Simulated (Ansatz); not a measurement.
Ideal-gas functions of H4OSiTe, SMILES `O[SiH2][TeH]` at 500 K and 1 bar, from an Ansatz frequency run at PBE0-D4/def2-TZVP.

Molar mass 175.72 g/mol, point group C1 (symmetry number 1), electronic degeneracy 1, moments of inertia 29.865, 285.326, 303.112 u Å². Harmonic wavenumbers (cm⁻¹, unscaled): 121, 151, 244, 343, 443, 617, 740, 815, 870, 919, 942, 2157, 2226, 2266, 3916.

Use S(trans) = R[1.5 ln M + 2.5 ln T − 1.1517]; rotational temperatures θ = 24.2544 K / I; S(rot) = R[ln(√π/σ · √(T³/θAθBθC)) + 1.5]; for each mode x = 1.438777 ν̃/T, S = R[x/(eˣ − 1) − ln(1 − e⁻ˣ)] and H = RT x/(eˣ − 1); 1 cm⁻¹ = 0.0119627 kJ/mol; R = 8.31446 J/(mol·K).

Problem. By hand: the entropy, in J/(mol·K).

Solution. Translation 184.1. Rotation: θ = 0.8121, 0.085, 0.08 K, giving 116.4. Vibration, mode by mode: 17.13, 15.31, 11.42, 8.75, 6.84, 4.55, 3.44, 2.90, 2.56, 2.29, 2.18, 0.12, 0.10, 0.09, 0.00, in all 77.7. Electronic 0.0. Sum 378.2 J/(mol·K).

Problem. By hand: H − E and G − E in kJ/mol, counted from the electronic energy.

Solution. Zero-point energy ½ × 16770 × 0.0119627 = 100.3; thermal vibration 20.6; translation, rotation and pV give 4 RT = 16.6. H − E = 137.5 kJ/mol, and G − E = 137.5 − 500 × 378.2/1000 = -51.6 kJ/mol.

Vibration gives 21 % of the entropy, 17.1 J/(mol·K) of it from the mode under 150 cm⁻¹: soft modes count most, and the harmonic formula is weakest for them. The sum counts one conformer and one mirror image; others add a mixing term.
